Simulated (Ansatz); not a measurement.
Geometry optimisation, UKS PBE/def2-SVP in Ansatz 0.2.0.

Input:

```yaml
crystal:
  periodic: [false, false, false]
  atoms:
    - { symbol: Ga, position_ang: [-0.001515, 0.039247, -0.020161] }
    - { symbol: H, position_ang: [-0.233278, 0.233444, 1.527272] }
    - { symbol: C, position_ang: [1.730219, 0.005909, -0.989375] }
    - { symbol: H, position_ang: [1.9484, -1.07094, -1.167484] }
    - { symbol: H, position_ang: [1.56753, 0.458668, -1.990802] }
    - { symbol: C, position_ang: [2.876446, 0.682523, -0.229383] }
    - { symbol: H, position_ang: [3.846069, 0.577811, -0.761487] }
    - { symbol: H, position_ang: [2.696887, 1.768516, -0.095761] }
    - { symbol: H, position_ang: [3.018256, 0.252333, 0.783086] }
    - { symbol: Cl, position_ang: [-1.819552, -0.239765, -1.198878] }
    - { symbol: H, position_ang: [-0.387462, 0.240655, 3.379873] }
magnetization:
  spin_polarized: true
  initial_magnetization: 1
basis:
  gaussian: { orbitals: def2-SVP }
hamiltonian:
  xc: pbe
relax:
  f_tol: 0.03
  max_steps: 50
```

Launched with:

```bash
$ ansatz run input.yaml --threads 4 --pin off --max-ram 5120MiB --backend cpu --events-out ev --progress --plain --runs-dir out
```

Task: Where does it end, and by what steps?

Result: The run converged. The force dipped under the threshold on the way, but the program's further checks kept it going. After 15 steps the energy has fallen by 1.191 eV; H2 moved furthest, 1.46 Å. Parted: Ga1–H2 (1.58 → 3.29 Å). Joined: H2–H11 (1.86 → 0.77 Å).

```json
{"step": "0", "energy less start (eV)": "0.0000", "largest force component (eV/Å)": "0.256", "accepted": "yes"}
{"step": "1", "energy less start (eV)": "-0.0047", "largest force component (eV/Å)": "0.103", "accepted": "yes"}
{"step": "2", "energy less start (eV)": "-0.0177", "largest force component (eV/Å)": "0.133", "accepted": "yes"}
{"step": "3", "energy less start (eV)": "-0.0823", "largest force component (eV/Å)": "0.598", "accepted": "yes"}
{"step": "4", "energy less start (eV)": "-0.2801", "largest force component (eV/Å)": "1.569", "accepted": "yes"}
{"step": "5", "energy less start (eV)": "-0.6355", "largest force component (eV/Å)": "1.202", "accepted": "yes"}
{"step": "6", "energy less start (eV)": "-0.7635", "largest force component (eV/Å)": "3.431", "accepted": "yes"}
{"step": "7", "energy less start (eV)": "-1.0369", "largest force component (eV/Å)": "0.465", "accepted": "yes"}
{"step": "8", "energy less start (eV)": "-1.1214", "largest force component (eV/Å)": "0.313", "accepted": "yes"}
{"step": "9", "energy less start (eV)": "-1.1466", "largest force component (eV/Å)": "0.254", "accepted": "yes"}
{"step": "10", "energy less start (eV)": "-1.1771", "largest force component (eV/Å)": "0.091", "accepted": "yes"}
{"step": "11", "energy less start (eV)": "-1.1671", "largest force component (eV/Å)": "0.319", "accepted": "no"}
{"step": "12", "energy less start (eV)": "-1.1851", "largest force component (eV/Å)": "0.042", "accepted": "yes"}
{"step": "13", "energy less start (eV)": "-1.1893", "largest force component (eV/Å)": "0.038", "accepted": "yes"}
{"step": "14", "energy less start (eV)": "-1.1907", "largest force component (eV/Å)": "0.023", "accepted": "yes"}
{"step": "15", "energy less start (eV)": "-1.1910", "largest force component (eV/Å)": "0.010", "accepted": "yes"}
```

```xyz
11
Properties=species:S:1:pos:R:3
Ga -0.037 0.311 -0.306
H -0.670 0.297 2.918
C 1.825 0.085 -1.154
H 1.891 -1.016 -1.296
H 1.687 0.546 -2.156
C 2.999 0.665 -0.378
H 3.957 0.501 -0.919
H 2.898 1.759 -0.224
H 3.108 0.200 0.623
Cl -1.663 -0.554 -1.541
H -0.754 0.154 3.670
```

Whether the end is a true minimum wasn't checked by a vibrational analysis.

Time of the run: 30 s on 4 threads of Arm Neoverse V2, with other jobs on the host, peak memory 0.2 GiB.
